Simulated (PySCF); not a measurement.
# Correlation energy of In (indium, neutral)

[Kr] 4d10 5s1 5p2, high-spin 4P determinant (an excited configuration). Calculation: PySCF 2.14, in aug-cc-pwCVTZ-DK3 (10s9p7d4f1g, 109 functions); the spin-free X2C one-electron Hamiltonian (Gaussian nucleus). Frozen: [Kr] 4d10; 3 electrons correlated.

```
  level  correlation energy (mhartree)
   CCSD                         -10.85
    (T)                          -0.10
CCSD(T)                         -10.95
```

Diagnostics: T1 = 0.0042, D1 = 0.0074, largest double amplitude 0.045.

Cost of the coupled-cluster step: roughly 9 core-seconds, for 3 correlated electrons.
